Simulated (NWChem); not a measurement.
Species: C$_{3}$H$_{3}$ cation

```xyz
6

C      0.0000     0.0000    -1.3386
C      0.0000     0.0000    -0.1033
C      0.0000     0.0000     1.2447
H      0.0000     0.0000    -2.4259
H      0.0000     0.9468     1.8079
H      0.0000    -0.9468     1.8079
```
Atoms are numbered in this order, from 1.

Program: NWChem. Structure relaxed at the PBE0/def2-SVP level. Level: M06-2X/def2-SVP with COSMO at NWChem's default radii, gas-phase geometry; the question gives the dielectric constant. Reactions with the solvent are ignored.

**Question.** Estimate the computed values for dielectric constant 78.4. Quantities: electrostatic solvation energy (kcal/mol).

**Answer.** 
* **electrostatic solvation energy (kcal/mol)**: -64.5
